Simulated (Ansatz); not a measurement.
`C[CH2][Zn][SH]` + `[SiH3][CH2][GeH2][Cl]` → `C[CH2][Zn][Cl]` + `[SiH3][CH2][GeH2][SH]`  (redistribution)

Isolated molecules relaxed with PBE0-D4/def2-TZVP in Ansatz; ΔE leaves out vibrations. CCSD(T)/CBS adds triple-zeta CCSD(T) − MP2 to the extrapolated MP2 energy (def2 sets, frozen cores). DFT in def2-TZVPP. For Ge, Zn outer-core shells are correlated without core-valence functions, which leaves a few kJ/mol of doubt a bond. Scalar relativity is left out up to krypton. One conformer a species, not always the lowest.

`C[CH2][Zn][SH]`:

Cartesian coordinates in Å:
```
C 1.038 -1.045 -0.100
C -0.346 -0.636 -0.602
Zn -1.018 1.045 0.117
S -1.788 2.924 0.910
H 1.059 -1.172 0.985
H 1.359 -1.996 -0.539
H 1.801 -0.304 -0.352
H -0.344 -0.548 -1.694
H -1.081 -1.411 -0.363
H -0.680 3.143 1.640
```

`[SiH3][CH2][GeH2][Cl]`:

```xyz
11

Si    0.493   -1.431    0.561
C     0.713    0.394    0.184
Ge   -0.867    1.272   -0.533
Cl   -1.568    0.112   -2.219
H     0.405   -2.218   -0.693
H     1.649   -1.923    1.359
H    -0.749   -1.635    1.354
H     0.979    0.924    1.105
H     1.535    0.532   -0.523
H    -2.018    1.295    0.483
H    -0.572    2.678   -1.078
```

`C[CH2][Zn][Cl]`:

```xyz
9

C     0.109    0.419    1.102
C    -0.556   -0.346   -0.039
Zn    0.403   -0.312   -1.725
Cl    1.450   -0.274   -3.559
H    -0.486    0.357    2.019
H     0.231    1.479    0.869
H     1.101    0.025    1.336
H    -0.693   -1.398    0.230
H    -1.558    0.049   -0.234
```

`[SiH3][CH2][GeH2][SH]`:

Z-matrix (Å, degrees):
```
Si
C 1 1.874
H 1 1.484 2 110.7
H 1 1.489 2 109.9 3 119.7
H 1 1.487 2 110.3 3 -120.8
Ge 2 1.954 1 113.9 3 75.9
H 2 1.095 1 109.8 3 -163.9
H 2 1.094 1 109.8 3 -46.3
S 6 2.230 2 110.9 1 -42.2
H 6 1.536 2 110.7 1 72.5
H 6 1.540 2 111.1 1 -164.4
H 9 1.343 6 94.6 2 -62.0
```

```tsv
level	ΔE (kcal/mol)
PBE-D4	-3.7
r2SCAN-D4	-3.9
PBE	-3.4
HF/def2-TZVPP	-4.4
CCSD/def2-TZVPP	-4.2
MP2/def2-QZVPP	-4.0
HF/CBS(def2)	-4.5
MP2/CBS(def2)	-4.1
```

Problem. What does CCSD(T)/CBS give? (Best estimate.)

Solution. Computed: -4.3 kcal/mol. The listed levels differ from it by 0.6, 0.4, 0.9, -0.1, 0.1, 0.3, -0.2, 0.2 kcal/mol.

Largest T1 diagnostic among the species: 0.013.
